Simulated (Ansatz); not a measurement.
`OB(O)F` + H–F → `OB(F)F` + H₂O at 700 K and 1 bar (ligand exchange at a B–O bond).

Computed with Ansatz on PBE0-D4/def2-TZVP structures; ΔE is electronic, products minus reactants. CCSD(T)/CBS is the MP2 limit (def2-TZVPP, def2-QZVPP) plus CCSD(T) − MP2 in def2-TZVPP, frozen cores. This one scheme is used for every species. Each species was taken in one conformer, which may not be the lowest.

```json
{"species": "`OB(O)F`", "CCSD(T)/CBS energy (Eh)": "-276.31625", "H − E (kJ/mol)": "144.3", "S (J/(mol·K))": "345.4"}
{"species": "H–F", "CCSD(T)/CBS energy (Eh)": "-100.39570", "H − E (kJ/mol)": "45.2", "S (J/(mol·K))": "198.5"}
{"species": "`OB(F)F`", "CCSD(T)/CBS energy (Eh)": "-300.33752", "H − E (kJ/mol)": "106.9", "S (J/(mol·K))": "333.0"}
{"species": "H₂O", "CCSD(T)/CBS energy (Eh)": "-76.37941", "H − E (kJ/mol)": "80.5", "S (J/(mol·K))": "218.4"}
```

H − E and S are ideal-gas, rigid-rotor, harmonic terms from PBE0-D4/def2-TZVP, for one conformer and one mirror image of each species. 1 Eh = 2625.50 kJ/mol, R = 8.31446 J/(mol·K).

Question: By hand: ΔE, ΔH, ΔS and ΔG.

Answer: ΔE = (-300.33752) + (-76.37941) − (-276.31625) − (-100.39570) = -0.00498 Eh = -13.1 kJ/mol. Δ(H − E) = 106.9 + 80.5 − 144.3 − 45.2 = -2.1, so ΔH = -15.2 kJ/mol. ΔS = 333.0 + 218.4 − 345.4 − 198.5 = 7.5 J/(mol·K). ΔG = -15.2 − 700 × (7.5)/1000 = -20.4 kJ/mol.

Question: By hand: the equilibrium constant, and the temperature at which ΔG would vanish if ΔH and ΔS stayed fixed.

Answer: log₁₀ K = −ΔG/(RT ln 10) = 1.5. ΔH and −TΔS have one sign here, so there is no such temperature.

TΔS isn't small against ΔH here. A doubt of 5 kJ/mol in ΔE shifts log₁₀ K by 0.4 here. Other conformers and mirror images would add mixing entropy, several J/(mol·K) or more a flexible species. These are equilibria of isolated gas molecules and say nothing of rates. Largest T1 diagnostic: 0.012 (customary marks: 0.02 for closed shells, 0.045 for open ones).

ΔS is within the doubt of such terms, so its sign, and with it that verdict, could turn.
